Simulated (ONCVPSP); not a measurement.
**PBE ONCV dataset for gold, scalar-relativistic all-electron reference.**

Input for ONCVPSP 4.0.1:

```
# ATOM AND REFERENCE CONFIGURATION
# atsym  z   nc   nv     iexc    psfile
  Au 79.00   10    4        4      upf
#
#   n    l    f
    1    0    2.00
    2    0    2.00
    2    1    6.00
    3    0    2.00
    3    1    6.00
    3    2   10.00
    4    0    2.00
    4    1    6.00
    4    2   10.00
    4    3   14.00
    5    0    2.00
    5    1    6.00
    5    2   10.00
    6    0    1.00
#
# PSEUDOPOTENTIAL AND OPTIMIZATION
# lmax
    2
#
#   l,   rc,      ep,       ncon, nbas, qcut
    0    1.40    0.00    4    8    8.10
    1    1.30    0.00    3    8   11.70
    2    2.10    0.00    4    9    6.90
#
# LOCAL POTENTIAL
# lloc, lpopt,  rc(5),   dvloc0
    4    3    1.25    2.00
#
# VANDERBILT-KLEINMAN-BYLANDER PROJECTORs
# l, nproj, debl
    0    2    0.50
    1    2    1.60
    2    2    3.30
#
# MODEL CORE CHARGE
# icmod, fcfact, rcfact
    0    0.00    0.00
#
# LOG DERIVATIVE ANALYSIS
# epsh1, epsh2, depsh
   -5.00    5.00    0.04
#
# OUTPUT GRID
# rlmax, drl
    6.00    0.01
#
# TEST CONFIGURATIONS
# ncnf
    4
# nvcnf
#   n    l    f
    4
    5    0    2.00
    5    1    6.00
    5    2   10.00
    6    0    0.00
#
    4
    5    0    2.00
    5    1    6.00
    5    2    9.00
    6    0    0.00
#
    4
    5    0    2.00
    5    1    6.00
    5    2    8.00
    6    0    0.00
#
    4
    5    0    2.00
    5    1    6.00
    5    2    7.00
    6    0    0.00
#
```

Command:

```bash
oncvpsp.x < Au.dat > Au.out
```

Output (shortened: citation, most of the input echo, consistency checks and plot data are left out):

```
ONCVPSP  (Optimized Norm-Conservinng Vanderbilt PSeudopotential)
scalar-relativistic version 4.0.1

#   n    l    f        energy (Ha)
    1    0    2.00    -2.9689259E+03
    2    0    2.00    -5.2382240E+02
    2    1    6.00    -4.5276778E+02
    3    0    2.00    -1.2363495E+02
    3    1    6.00    -1.0302982E+02
    3    2   10.00    -8.1043342E+01
    4    0    2.00    -2.6835011E+01
    4    1    6.00    -2.0080110E+01
    4    2   10.00    -1.1976524E+01
    4    3   14.00    -2.9811731E+00
    5    0    2.00    -3.9824900E+00
    5    1    6.00    -2.1969617E+00
    5    2   10.00    -2.5273410E-01
    6    0    1.00    -2.1176012E-01

Reference configufation results
  iterations    27
  all-electron total energy (Ha)   -1.90118705D+04

Begin loop to  construct optimized pseudo wave functions
and semi-local pseudopoentials for all angular momenta

Calculating optimized projector #   1

 for l=   0

    Fraction of norm inside rc  0.930884
    Optimizing pswf for qcut=   8.10 a_B^-1,  ecut=  32.83 Ha
    Residual kinetic energy error=  5.01D-05 Ha

    Energy error per electron        Cutoff
         Ha          eV             Ha
         0.01000     0.27211       21.92
         0.00100     0.02721       27.06
         0.00010     0.00272       31.33
         0.00001     0.00027       81.28

Calculating optimized projector #   2

 for l=   0

    Fraction of norm inside rc  0.047133
    Optimizing pswf for qcut=   8.10 a_B^-1,  ecut=  32.83 Ha
    Residual kinetic energy error=  3.11D-05 Ha

    Energy error per electron        Cutoff
         Ha          eV             Ha
         0.01000     0.27211       18.14
         0.00100     0.02721       25.22
         0.00010     0.00272       30.33
         0.00001     0.00027       45.81

WARNING wellstate: negative energy specified for n= 6 l=  1
WARNING scattering state with energy  0.25000000
WARNING will be used for the first projector

   Wellstate for l =  1  n =  6
     eigenvalue =   0.2500
     asymptotic potential =   0.7500
     half-point radius =  3.6553

Calculating optimized projector #   1

 for l=   1

    Fraction of norm inside rc  0.760936
    Optimizing pswf for qcut=  11.69 a_B^-1,  ecut=  68.32 Ha
    Residual kinetic energy error=  1.22D-07 Ha

    Energy error per electron        Cutoff
         Ha          eV             Ha
         0.01000     0.27211       34.86
         0.00100     0.02721       44.63
         0.00010     0.00272       52.13
         0.00001     0.00027       58.35

Calculating optimized projector #   2

 for l=   1

    Fraction of norm inside rc  0.054149
    Optimizing pswf for qcut=  11.69 a_B^-1,  ecut=  68.32 Ha
    Residual kinetic energy error=  2.74D-08 Ha

    Energy error per electron        Cutoff
         Ha          eV             Ha
         0.01000     0.27211       26.04
         0.00100     0.02721       38.61
         0.00010     0.00272       48.01
         0.00001     0.00027       55.51

   Wellstate for l =  2  n =  7
     eigenvalue =   3.0473
     asymptotic potential =   3.5473
     half-point radius =  3.2758

Calculating optimized projector #   1

 for l=   2

    Fraction of norm inside rc  0.798764
    Optimizing pswf for qcut=   6.90 a_B^-1,  ecut=  23.82 Ha
    Residual kinetic energy error=  2.93D-06 Ha

    Energy error per electron        Cutoff
         Ha          eV             Ha
         0.01000     0.27211       14.09
         0.00100     0.02721       17.64
         0.00010     0.00272       20.29
         0.00001     0.00027       22.82

Calculating optimized projector #   2

 for l=   2

    Fraction of norm inside rc  0.247031
    Optimizing pswf for qcut=   6.90 a_B^-1,  ecut=  23.82 Ha
    Residual kinetic energy error=  1.80D-05 Ha

    Energy error per electron        Cutoff
         Ha          eV             Ha
         0.01000     0.27211       16.34
         0.00100     0.02721       19.79
         0.00010     0.00272       22.28
         0.00001     0.00027       24.60

Construct Vanderbilt / Kleinmman-Bylander projectors

B matrix Hermiticity error, ll=   0
   1   2    6.5684E-04

  Orthonormal projector coefficients  8.1599E+00 -6.2241E-01

B matrix Hermiticity error, ll=   1
   1   2    4.0819E-04

  Orthonormal projector coefficients  1.0095E+01 -2.2832E-01

B matrix Hermiticity error, ll=   2
   1   2   -4.1227E-04

  Orthonormal projector coefficients  1.6769E+00 -9.1350E-01

Pseudoatom total energy -135.957341

Diagnostic tests using Vanderbilt-Kleinman-Bylander pseudopotentials
  1 or more projectors used as specified by nproj input data

   l    rcore       rmatch      e in        delta e   norm test  slope test

   0   1.4060062   1.4486956  -3.9824900  -0.0000271   1.0004576   1.0004434
   0   1.4060062   1.4486956  -0.2117601   0.0000043   1.0000250   1.0000428

   1   1.3008089   1.3403042  -2.1969617  -0.0000487   1.0002346   1.0002493
   1   1.3008089   1.3403042   0.2500000  -0.0000861   1.0005485   1.0005485

   2   2.1117861   2.1759045  -0.2527341  -0.0000042   1.0000830   1.0000848
   2   2.1117861   2.1759045   3.0472659   0.0000391   1.0001301   1.0001301

 Testing for bound ghosts
   n   l    E NL Schr. Eq   E Basis Diag.   E Cutoff

   1   0       -3.982517       -3.982516    133.72
   2   0       -0.211756       -0.114286    133.72

   2   1       -2.197010       -2.196931    179.11

   3   2       -0.252738       -0.252325     99.52

 Testing for highly-localized positive-energy ghosts
       l    <radius>/rc     E Basis Diag.   E Cutoff

Test configuration 0

   n   l     f        eae           eps        diff
   1   0  2.0000-2968.92589778
   2   0  2.0000 -523.82239757
   2   1  6.0000 -452.76777819
   3   0  2.0000 -123.63495332
   3   1  6.0000 -103.02982059
   3   2 10.0000  -81.04334170
   4   0  2.0000  -26.83501075
   4   1  6.0000  -20.08010982
   4   2 10.0000  -11.97652401
   4   3 14.0000   -2.98117312
   5   0  2.0000   -3.98249004   -3.98251717   -2.71D-05
   5   1  6.0000   -2.19696170   -2.19701035   -4.87D-05
   5   2 10.0000   -0.25273410   -0.25273826   -4.16D-06
   6   0  1.0000   -0.21176012   -0.21175582    4.31D-06

    Total energies and differences
      AE_ref= -1.90118705D+04  AE_tst= -1.90118705D+04  dif=  0.00D+00
      PS_ref= -1.35957341D+02  PS_tst= -1.35957341D+02  dif= -1.22D-12
      PSP excitation error=  1.22D-12

Test configuration 1

   n   l     f        eae           eps        diff
   1   0  2.0000-2969.23845579
   2   0  2.0000 -524.13205489
   2   1  6.0000 -453.07748944
   3   0  2.0000 -123.94533868
   3   1  6.0000 -103.34021348
   3   2 10.0000  -81.35347159
   4   0  2.0000  -27.14592613
   4   1  6.0000  -20.39101133
   4   2 10.0000  -12.28732625
   4   3 14.0000   -3.29206627
   5   0  2.0000   -4.29519845   -4.29582171   -6.23D-04
   5   1  6.0000   -2.51159431   -2.51192064   -3.26D-04
   5   2 10.0000   -0.56330305   -0.56336399   -6.09D-05

    Total energies and differences
      AE_ref= -1.90118705D+04  AE_tst= -1.90115247D+04  dif=  3.46D-01
      PS_ref= -1.35957341D+02  PS_tst= -1.35611465D+02  dif=  3.46D-01
      PSP excitation error= -1.07D-04

Test configuration 2

   n   l     f        eae           eps        diff
   1   0  2.0000-2969.72618425
   2   0  2.0000 -524.62115712
   2   1  6.0000 -453.56656093
   3   0  2.0000 -124.43344283
   3   1  6.0000 -103.82830940
   3   2 10.0000  -81.84179869
   4   0  2.0000  -27.63340372
   4   1  6.0000  -20.87845512
   4   2 10.0000  -12.77477372
   4   3 14.0000   -3.77917787
   5   0  2.0000   -4.77767282   -4.77810564   -4.33D-04
   5   1  6.0000   -2.98759060   -2.98793901   -3.48D-04
   5   2  9.0000   -1.00452237   -1.00443369    8.87D-05

    Total energies and differences
      AE_ref= -1.90118705D+04  AE_tst= -1.90107453D+04  dif=  1.13D+00
      PS_ref= -1.35957341D+02  PS_tst= -1.34831948D+02  dif=  1.13D+00
      PSP excitation error= -2.27D-04

Test configuration 3

   n   l     f        eae           eps        diff
   1   0  2.0000-2970.27701397
   2   0  2.0000 -525.17380356
   2   1  6.0000 -454.11921575
   3   0  2.0000 -124.98366221
   3   1  6.0000 -104.37851569
   3   2 10.0000  -82.39247151
   4   0  2.0000  -28.18194718
   4   1  6.0000  -21.42687137
   4   2 10.0000  -13.32310224
   4   3 14.0000   -4.32673582
   5   0  2.0000   -5.31599183   -5.31613828   -1.46D-04
   5   1  6.0000   -3.51618655   -3.51639535   -2.09D-04
   5   2  8.0000   -1.49306472   -1.49246448    6.00D-04

    Total energies and differences
      AE_ref= -1.90118705D+04  AE_tst= -1.90095003D+04  dif=  2.37D+00
      PS_ref= -1.35957341D+02  PS_tst= -1.33587004D+02  dif=  2.37D+00
      PSP excitation error= -1.97D-04

Test configuration 4

   n   l     f        eae           eps        diff
   1   0  2.0000-2970.88198894
   2   0  2.0000 -525.78092415
   2   1  6.0000 -454.72640163
   3   0  2.0000 -125.58666662
   3   1  6.0000 -104.98150209
   3   2 10.0000  -82.99619056
   4   0  2.0000  -28.78200560
   4   1  6.0000  -22.02668465
   4   2 10.0000  -13.92270553
   4   3 14.0000   -4.92506231
   5   0  2.0000   -5.89987958   -5.89959505    2.85D-04
   5   1  6.0000   -4.08733150   -4.08713737    1.94D-04
   5   2  7.0000   -2.02064539   -2.01901700    1.63D-03

    Total energies and differences
      AE_ref= -1.90118705D+04  AE_tst= -1.90077470D+04  dif=  4.12D+00
      PS_ref= -1.35957341D+02  PS_tst= -1.31834208D+02  dif=  4.12D+00
      PSP excitation error=  3.88D-04
```

The run took about 9 s on one core of a shared server CPU.
